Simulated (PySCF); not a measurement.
**Calcium: a sound run and one with changed settings**

Sound run: Ca [Ar] 4s2, Ca⁺ [Ar] 4s1. Computed with PySCF 2.14 in cc-pVTZ-X2C (6s5p3d1f, 43 functions), with the spin-free X2C one-electron Hamiltonian (Gaussian nucleus). In the sound run the correlated levels freeze [Ar]. The sound run starts from symmetry-adapted Hartree-Fock orbitals and uses a fine grid where one is needed.

Changed run: all electrons correlated in a basis built for the valence shell.

```
species   method  sound run (hartree)  changed run (hartree)  converged
     Ca      MP2           -679.65668             -679.81151        yes
     Ca  CCSD(T)           -679.66536             -679.83020        yes
    Ca⁺      MP2                  n/a             -679.59385        yes
    Ca⁺  CCSD(T)                  n/a             -679.60800        yes
```

Ionisation energy of Ca:

| method | sound run (eV) | changed run (eV) |
| --- | --- | --- |
| UHF | 5.141 | 5.141 |
| MP2 | 5.684 | 5.923 |
| SCS-MP2 | 5.793 | 5.983 |
| CCSD | 5.920 | 6.001 |
| CCSD(T) | 5.920 | 6.046 |

A valence basis has no tight correlating functions, so it recovers only part of the core correlation, and not evenly between atom and ion.

For comparison, NIST gives 6.113 eV between the lowest levels.
